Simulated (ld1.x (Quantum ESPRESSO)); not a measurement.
Plane-wave convergence, TM potential for V

ld1.x (Quantum ESPRESSO) 7.5 input, shortened:

```
&input
   title='V', zed=23., rel=1, dft='PBESOL', iswitch=3,
   config='[Ar] 3d3 4s2 4p0'
 /
 &inputp
   pseudotype=2, tm=.true., lloc=2,
   nlcc=.true., rcore=1.10
 /
3
4S  1  0   2.00   0.00  2.15  2.15  0.0
3P  2  1   6.00   0.00  1.30  1.30  0.0
3D  3  2   3.00   0.00  1.30  1.30  0.0
 &test
   configts(1)='3p6 3d3 4s2 4p0'
 /
```

The pseudo-atom Hamiltonian at the reference potential is diagonalised in spherical Bessel functions j_l(qr) that vanish at 20 bohr, with q² up to the cutoff. All-electron valence levels (Ry): 4s -0.3466, 3p -3.2300, 4p -0.1048, 3d -0.3810.

How do the lowest levels (Ry) of each channel move with the cutoff, and are there ghosts?

| cutoff (Ry) | s #1 | s #2 | s #3 | p #1 | p #2 | d #1 | d #2 | f #1 | Σ f·Δε (mRy) |
| --- | --- | --- | --- | --- | --- | --- | --- | --- | --- |
| 8 | -4.0448 | -0.3373 | 0.0052 | -1.6570 | -0.0379 | 0.0453 | 0.1138 | 0.1074 | 10735.6 |
| 12 | -8.0972 | -0.3439 | 0.0049 | -2.2831 | -0.0624 | 0.0431 | 0.1083 | 0.1074 | 6959.5 |
| 18 | -11.9272 | -0.3461 | 0.0048 | -2.8457 | -0.0857 | 0.0387 | 0.0994 | 0.1074 | 3566.1 |
| 30 | -14.7346 | -0.3464 | 0.0047 | -3.1883 | -0.1016 | 0.0190 | 0.0794 | 0.1074 | 1451.0 |
| 40 | -15.9191 | -0.3465 | 0.0046 | -3.2246 | -0.1036 | -0.0531 | 0.0636 | 0.1074 | 1016.4 |
| 50 | -16.4538 | -0.3466 | 0.0046 | -3.2294 | -0.1040 | -0.1626 | 0.0583 | 0.1074 | 659.0 |
| 60 | -16.6603 | -0.3466 | 0.0046 | -3.2296 | -0.1040 | -0.2501 | 0.0565 | 0.1074 | 395.8 |
| 80 | -16.7663 | -0.3466 | 0.0046 | -3.2299 | -0.1040 | -0.3465 | 0.0552 | 0.1074 | 104.6 |
| 110 | -16.7764 | -0.3466 | 0.0046 | -3.2300 | -0.1041 | -0.3796 | 0.0549 | 0.1074 | 4.3 |
| 140 | -16.7780 | -0.3466 | 0.0046 | -3.2301 | -0.1041 | -0.3809 | 0.0549 | 0.1074 | 0.3 |
| 180 | -16.7795 | -0.3466 | 0.0046 | -3.2301 | -0.1041 | -0.3809 | 0.0549 | 0.1074 | 0.1 |
| 400 | -16.7797 | -0.3466 | 0.0046 | -3.2301 | -0.1041 | -0.3810 | 0.0549 | 0.1074 | 0.0 |

Result: ghost state, extra bound levels that the all-electron valence spectrum of the same l lacks: s at -228.3 eV (a true bound ghost makes a file unfit for plane-wave use); 10 mRy is reached at 110 Ry and 1 mRy at 140 Ry.

1 of 7 tests not solved or not reliable.
